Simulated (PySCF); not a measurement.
Input for PySCF: R-B3LYP/6-31G* on ClHN2 (a complex), monomers drawn apart or pushed together.

```python
from pyscf import gto, scf, dft, mp
from pyscf.data.elements import chemcore

mol = gto.M(
    atom='''
    Cl   -0.17970881   -0.27930657   -0.32260938
    H    -0.16222086   -0.20766951    0.95905293
    N    -0.13290041   -0.08951621    3.04643474
    N    -0.11671999   -0.02780531    4.13483603
    ''',
    basis='6-31g*',
    cart=True,
    charge=0, spin=0, verbose=3, max_memory=1800)
mf = dft.RKS(mol, xc='b3lyp')
mf.conv_tol = 1e-8
mf.max_cycle = 100
mf.kernel()
if not mf.converged:
    mf = mf.newton().run(mf.mo_coeff, mf.mo_occ)
```

Question: Give the final energy of this run.

Answer: -570.3206 hartree.
